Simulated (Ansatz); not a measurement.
Two structures of SnH$_{5}$SBr, closed shell, reached by relaxing down either side of one saddle point (PBE0-D4/def2-TZVP). Energies are electronic, without zero-point energy. Ansatz 0.2.0; basis: def2-TZVPP and def2-QZVPP; cores frozen in the correlated methods. Filled d shells of the heavier atoms are correlated. Core potentials replace the inner electrons of the atoms past krypton. The def2 sets are not built for correlating such inner shells, so the correlated values are less sure here. Extrapolation: Hartree–Fock as exp(−7.88 √X), correlation as X^−2.97. First:

Sn1  (-1.021, -1.045, 0.044)
Br2  (1.192, -1.513, 1.098)
H3  (-0.745, -0.900, -1.623)
H4  (-1.971, -2.408, 0.423)
H5  (-1.617, 0.368, 0.772)
H6  (1.921, 0.972, -0.312)
S7  (1.219, 2.003, -0.811)
H8  (1.023, 2.524, 0.409)
(Å)

Second:

```
8
angstrom
Sn -1.1861 -0.1510 -0.3369
Br 2.7037 -1.4768 0.6703
H -0.9603 -1.1114 -1.7179
H -1.0691 -1.0300 1.1127
H -2.6343 0.7422 -0.4111
H 2.0274 -0.2621 0.2468
S 0.6627 1.4200 -0.4067
H 0.4560 1.8692 0.8428
```

(1) Which bonds change from the first to the second?

(2) Give the saddle point's structure and its height above each. (Judge from chemistry; the value comes from the calculation.)

The T1 diagnostic stays at or below 0.012.

## Answers

(1) SnH₃Br ([Br][SnH3]) + H₂S → SnH₄S ([SH][SnH3]) + HBr; bonds formed: Sn1–S7, Br2–H6; bonds broken: Sn1–Br2, H6–S7.

(2) Computed: 26.69 kcal/mol above the first and 16.25 kcal/mol above the second (CCSD(T) at an estimated basis limit (MP2 extrapolated from triple and quadruple zeta, plus CCSD(T) − MP2 in triple zeta)).
```xyz
8
angstrom
Sn -0.8777 -0.4854 -0.2221
Br 1.8089 -1.4999 0.3740
H -0.7588 -1.4307 -1.6215
H -1.2241 -1.1315 1.3069
H -2.1093 0.6943 -0.5163
H 1.7054 0.4495 0.0112
S 0.8298 1.5502 -0.3131
H 0.6256 1.8536 0.9808
```

Exchanges of this kind with a chalcogen hydride build sulfide and selenide films.

Labels in which every atom is bracketed show which atoms are joined, not bond orders.

For scale, one of the runs: CCSD(T)/def2-TZVPP, 210 basis functions, launched by `ansatz run in.yaml --threads 4 --pin off --events-out ev --progress --plain --max-ram 9574MiB`. Time: 2.2 min of wall clock on 4 CPU threads of an Arm Neoverse V1; the host was shared. Peak host memory: 3.1 GiB.
